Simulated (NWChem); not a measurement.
Basis-set convergence for ClFSi

```xyz
3

Si    -0.7972    -0.4128     0.0000
F      0.2631    -1.6490     0.0000
Cl     0.5173     1.2129     0.0000
```
Charge 0, spin multiplicity 1.

The numbers come from NWChem runs, not from measurements. Structure: optimised with PBE0/def2-SVP, a minimum by its harmonic frequencies.

Quantity: vertical ionisation energy at the level ΔHF (Δ: difference of total energies, the cation a doublet at the parent's geometry with its hole in an orbital of symmetry a' (Cs labels); it is the state that the SCF runs reached, from PBE0 orbitals for Hartree-Fock references, and need not be the lowest).

The Pople sets run with spherical d functions. The structure started from a generated list of species. No SCF solution was tested for a lower state. Open-shell Hartree-Fock references start from PBE0 orbitals; any time given for them includes that run.

Relative cost: rough, from shared machines, SCF included, 3-21G = 1.

| basis | functions | vertical ionisation energy (eV) | relative cost |
|---|---|---|---|
| 3-21G | 35 | ? | 1 |
| 6-31G* | 50 | 9.80 | under 3 |
| def2-SVP | 50 | 9.76 | under 3 |
| cc-pVDZ | 50 | 9.79 | 4 |
| 6-31+G* | 62 | ? | 3 |
| 6-311G** | 70 | ? | under 3 |
| aug-cc-pVDZ | 77 | 9.78 | 8 |
| cc-pVTZ | 98 | 9.69 | 10 |
| def2-TZVPD | 129 | 9.69 | 20 |
| aug-cc-pVTZ | 146 | 9.70 | 20 |

**Question.** What belongs in the gaps?

**Answer.** 
- 3-21G, vertical ionisation energy (eV): 10.12
- 6-31+G*, vertical ionisation energy (eV): 9.87
- 6-311G**, vertical ionisation energy (eV): 9.89
